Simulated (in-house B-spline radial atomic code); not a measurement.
Ionising Mn⁴⁺ with different functionals

Computed with a radial B-spline atomic code at the basis-set limit: scalar-relativistic (spin-free X2C) Hamiltonian, Fermi nucleus of rms radius 3.7057 fm, spin-polarised at highest spin, spherical fractional occupations for the functionals, and exact exchange of hybrids averaged over the configuration. The ionisation energy is the difference of two self-consistent energies, [Ar] 3d3 → [Ar] 3d2, without Breit or QED terms; ε is the level of the shell that loses the electron (its least bound occupied spin orbital).

```csv
method,rung,ΔSCF (eV),-ε(3d) (eV)
PBE0,global hybrid,72.79,65.26
B3LYP,global hybrid,72.89,64.72
TPSSh,global hybrid,72.69,63.34
BHandHLYP,global hybrid,?,?
r2SCAN0,global hybrid,72.87,65.42
B97-1,global hybrid,72.67,64.62
HSE06,range-separated hybrid,?,?
wB97X,range-separated hybrid,72.42,67.38
CAM-B3LYP,range-separated hybrid,72.86,66.73
LC-wPBE,range-separated hybrid,72.86,67.77
```

Problem. What does HSE06 give?

Solution. ΔSCF 72.74 eV, and -ε(3d) = 64.79 eV.

Problem. What does BHandHLYP give?

Solution. ΔSCF 72.64 eV, and -ε(3d) = 68.14 eV.

Problem. Among the functionals, which spreads more, the ΔSCF values or the orbital energies?

Solution. The orbital energies: ΔSCF values span about 0.47 eV and the orbital energies 4.80 eV; here energy differences depend much less on the functional than eigenvalues do.

Problem. How do they compare with the NIST value?

Solution. NIST lists 72.4 eV ± 0.1 (semi-empirical, ground level to ground level). Errors run from +0.01 to +0.48 eV; wB97X is closest (+0.01 eV), but part of that can be cancellation, since the calculations leave out spin-orbit coupling, Breit-QED terms, multiplet and fine-structure energies.
